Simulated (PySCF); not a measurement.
Run record: geometry optimisation, fac-IrF3(NH3)3, `[NH3]->[Ir](<-[NH3])(<-[NH3])([F])([F])[F]`.

Computed with PBE0-D3(BJ)/def2-SVP geometry optimisation, gas phase, def2 core potentials past Kr (PySCF 2.14.0). Start geometry: GFN2-xTB. A driver script takes a list of jobs; this job's settings line and coordinates (Å) are shown.

Input:
```
{"job": {"xc": "PBE0", "basis": "def2-SVP", "d3": "d3bj", "grid": 1, "maxiter": 30, "shake": 0.03, "kind": "geom"}, "charge": 0, "multiplicity": 1}
Ir     0.410920     0.278590     0.360560
F      0.159010     0.169250     2.283550
N      0.487850     0.545880    -1.800300
H      0.448730     1.544670    -1.951790
H      0.032220    -0.034280    -2.474940
H      1.537750     0.446350    -1.924370
F      2.319810     0.181940     0.160320
N     -1.724760     0.565600     0.546570
H     -1.943190     0.361590     1.603090
H     -2.449850     0.038590     0.022890
H     -1.938070     1.542960     0.472080
F      0.170570     2.296210     0.175890
N      0.488820    -1.731430     0.538960
H      0.000850    -2.436510     0.052940
H      0.395490    -1.943670     1.562580
H      1.569500    -1.859690     0.438390
```

Q: Estimate the output.

A: 
```
step   0  E = -572.81115330  max force = 0.093847
step   1  E = -572.84012290  max force = 0.031262
step   2  E = -572.84434843  max force = 0.014051
step   3  E = -572.84657385  max force = 0.007247
step   4  E = -572.84712365  max force = 0.005300
step   5  E = -572.84734923  max force = 0.002925
step   6  E = -572.84741878  max force = 0.000959
step   7  E = -572.84743220  max force = 0.001163
step   8  E = -572.84745491  max force = 0.000577
step   9  E = -572.84746015  max force = 0.000539
step  10  E = -572.84746439  max force = 0.000166
optimisation converged
```

Energies in Eh; «max force» is the largest Cartesian gradient component in Eh/bohr.

Q: How much energy does the optimisation release, in kcal/mol?

A: E(step 0) − E(last step) = 0.036311 Eh, which is 22.8 kcal/mol.

Q: Give the first gradient maximum in eV/Å.

A: With 1 Eh/bohr = 51.422 eV/Å, 4.826 eV/Å.

Summary of the converged run: final energy -572.84746 Eh after 10 steps; dipole 9.22 D.

Q: Give the final coordinates.

A: 0.113 Å rms from the input after alignment:
```
atom  x, y, z in Å
Ir1    0.2568    0.2589    0.2619
F2     0.0994    0.0983    2.2401
N3     0.5532    0.5575   -1.7536
H4     0.3774    1.5672   -1.8339
H5     0.0673    0.0485   -2.4889
H6     1.5684    0.4072   -1.8211
F7     2.2338    0.0999    0.0903
N8    -1.7562    0.5582    0.5727
H9    -1.8237    0.3956    1.5857
H10   -2.4963    0.0627    0.0802
H11   -1.8282    1.5710    0.4095
F12    0.0847    2.2355    0.0925
N13    0.5676   -1.7535    0.5690
H14    0.0757   -2.4944    0.0739
H15    0.4051   -1.8253    1.5817
H16    1.5806   -1.8212    0.4063
```

Q: How long does this job take on one thread of an Arm Neoverse V1, shared host with 32 logical CPUs at a one-minute load of 19? And the peak memory of the process?

A: About 2.9 min, with 0.65 GiB resident at the peak, the Python interpreter and its libraries included.
Labels such as C1 count atoms from 1, the log's own numbers from 0.
